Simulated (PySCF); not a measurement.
**Working with the constants of EuH**

UHF-CCSD(T) constants of EuH, nonet, about 7.0 electrons in the 4f shell (Mulliken) (basis Eu x2c-SVPall, H x2c-SVPall; spin-free X2C with a Gaussian nucleus; PySCF 2.14; masses 152.9212 and 1.0078 u):

| Item | Value |
| --- | --- |
| ωe | 1284.1 cm⁻¹ |
| ωexe | 19.6 cm⁻¹ |
| Be | 3.7889 cm⁻¹ |
| αe | 0.0798 cm⁻¹ |
| D (centrifugal) | 0.000132 cm⁻¹ |
| De to Eu (4f7 6s2) + H | 1.61 eV |

(1) Give the vibrational terms G(v) and spacings up to v = 6.

(2) How well does the Morse estimate ωe²/(4ωexe) reproduce De, and what is D0?

Correlated steps freeze 18 core orbitals. Correlated levels converge slowly with the basis: in double zeta they bind strong bonds too weakly, by up to about 1 eV, and carry superposition errors of some tenths. These are scalar-relativistic numbers at best; spin–orbit coupling would shift them, the dissociation energy most. With d or f electrons several states lie close, and the lowest PBE0 determinant need not be the measured ground state.

Answers

(1) G(v) = ωe(v+½) − ωexe(v+½)².

| v | G(v) (cm⁻¹) | G(v) − G(v−1) | Bv (cm⁻¹) |
| --- | --- | --- | --- |
| 0 | 637 |  | 3.749 |
| 1 | 1882 | 1245 | 3.669 |
| 2 | 3088 | 1206 | 3.589 |
| 3 | 4254 | 1166 | 3.510 |
| 4 | 5382 | 1127 | 3.430 |
| 5 | 6470 | 1088 | 3.350 |
| 6 | 7519 | 1049 | 3.270 |

(2) It gives 2.61 eV, 162 % of the computed De. D0 = De − G(0) = 1.61 − 0.08 = 1.53 eV.
